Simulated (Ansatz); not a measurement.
Input file for `C[C](C)(C)[In]([F])[F]`:

```yaml
crystal:
  periodic: [false, false, false]
  atoms:
    - {symbol: C, position_ang: [0.480460, 0.592198, 1.356743]}
    - {symbol: C, position_ang: [0.024632, -0.085499, 0.072083]}
    - {symbol: C, position_ang: [1.077761, -1.062559, -0.426205]}
    - {symbol: C, position_ang: [-1.306537, -0.791491, 0.290768]}
    - {symbol: In, position_ang: [-0.280165, 1.458641, -1.429784]}
    - {symbol: F, position_ang: [-1.471796, 2.995237, -1.254377]}
    - {symbol: F, position_ang: [0.550372, 1.603501, -3.188578]}
    - {symbol: H, position_ang: [0.611780, -0.172491, 2.134485]}
    - {symbol: H, position_ang: [-0.249666, 1.314378, 1.729359]}
    - {symbol: H, position_ang: [1.440266, 1.102387, 1.242405]}
    - {symbol: H, position_ang: [0.781381, -1.558376, -1.353201]}
    - {symbol: H, position_ang: [1.227409, -1.843498, 0.331751]}
    - {symbol: H, position_ang: [2.044177, -0.582802, -0.596569]}
    - {symbol: H, position_ang: [-1.663545, -1.299318, -0.608868]}
    - {symbol: H, position_ang: [-1.177772, -1.559726, 1.065459]}
    - {symbol: H, position_ang: [-2.088757, -0.110582, 0.634539]}
basis:
  gaussian: {orbitals: def2-SVP}
correlation: {method: ccsd_t}
```

```sh
$ ansatz run in.yaml --threads 4 --pin off --events-out ev --progress --plain --max-ram 11315MiB
```

Output of Ansatz, abridged:

```
Functional definition: HF
1639 factors; integrals over basis functions are off by at most 1.5e-3 eV
mean field evaluation 1: about -14812.0894 eV, gradient 5.2e1 eV
mean field evaluation 2: about -14812.2614 eV, gradient 5.2e1 eV
mean field evaluation 4: about -14818.2771 eV, gradient 4.4e0 eV
mean field evaluation 8: about -14818.3704 eV, gradient 3.0e-1 eV
mean field -14818.37104082 eV, -544.5650914973 hartree, gradient 5.7e-6 eV, S^2 0.000000; 0 other end points of the search recorded, 0 dependent functions left out
10 core orbitals not correlated: weight in the atoms' cores, before any rotation towards them, 1.000 or more for the frozen orbitals, at most 0.000 for the correlated occupied ones
reference -14818.37104082 eV, -544.5650914973 hartree; 26, 26 occupied and 119, 119 virtual orbitals, 1639 factors
second order -28.46089399 eV of doubles, -0.00000000 eV of singles
cycle   1  -29.11698513 eV  change   -6.6e-1 eV  update   1.3e-1
cycle   2  -29.79299322 eV  change   -6.8e-1 eV  update   4.4e-2
cycle   3  -30.01792925 eV  change   -2.2e-1 eV  update   2.6e-2
cycle   4  -30.02532518 eV  change   -7.4e-3 eV  update   6.8e-3
cycle   5  -30.01936467 eV  change    6.0e-3 eV  update   3.0e-3
cycle   6  -30.01911361 eV  change    2.5e-4 eV  update   9.5e-4
cycle   7  -30.01891528 eV  change    2.0e-4 eV  update   3.2e-4
cycle   8  -30.01876195 eV  change    1.5e-4 eV  update   1.0e-4
cycle   9  -30.01874616 eV  change    1.6e-5 eV  update   3.5e-5
perturbative correction -0.79230881 eV, -0.0291168118 hartree
Total energy: -14849.18209579 eV, -545.6973768831 hartree
```

It took 61 s on 4 threads of an AMD EPYC 7R43 on a shared host, with 1.8 GiB of host memory at the peak.

Correlation energy per correlated electron: -0.593 eV. T1 diagnostic: 0.0127.
